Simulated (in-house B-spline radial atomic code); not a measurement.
Settings and results of a run for N⁺. All numbers are computed (scalar-relativistic (X2C) PBE0, spin-polarised, spherical fractional occupations, exact exchange averaged over the configuration; Fermi nucleus of rms radius 2.5582 fm) with a radial B-spline atomic code at the basis-set limit, not measured.

Command:
```bash
python run_scf.py task.json out
```
Settings (nuclear radius in fm, mass in u):
```
Z                7
configuration    [He] 2s2 2p2
hamiltonian      x2c
method           pbe0
spin_polarised   True
nucleus          fermi
rms_radius       2.5582
atomic_mass      14.00307
speed_of_light   137.035999084
exact_exchange   averaged over the configuration
```

Output (hartree, bohr):
```
 radial grid: 71 intervals, B-splines of order 8, outer radius 23.5294 bohr

 iter        energy (Eh)    residual
    1         -52.682013    1.65e-01
    2         -53.877113    8.15e-02
    3         -54.011124    2.81e-02
    4         -54.029295    9.76e-03
    5         -54.031457    2.86e-03
    6         -54.031741    8.43e-05
    7         -54.031741    1.68e-05
    8         -54.031741    4.91e-07
    9         -54.031741    3.68e-08

 total energy                       -54.03174
 kinetic                              53.9571
 electron-nucleus                   -124.0641
 Hartree                              22.2703
 exact exchange                       -1.4512
 exchange-correlation                 -4.7439

 orbital      occ     eigenvalue          <r>       <r^2>       <1/r>     <1/r^3>     <1/r^2>       r_max
 1s up      1.000       -15.1569     0.229504   0.0712484     6.64748           -     90.5619      0.1483
 1s down    1.000       -15.1040     0.228723   0.0706742     6.66301           -     90.9006      0.1481
 2s up      1.000        -1.3443      1.23034     1.80575     1.17446           -     5.79297      0.9837
 2s down    1.000        -1.1692       1.2679     1.92862     1.13779           -     5.41833      0.9977
 2p up      2.000        -0.8911       1.2478     1.95681     1.05833     3.93169     1.59693      0.9124
```

Time taken, with all properties: 0.67 s on 1 thread of Arm Neoverse N1 (shared host).
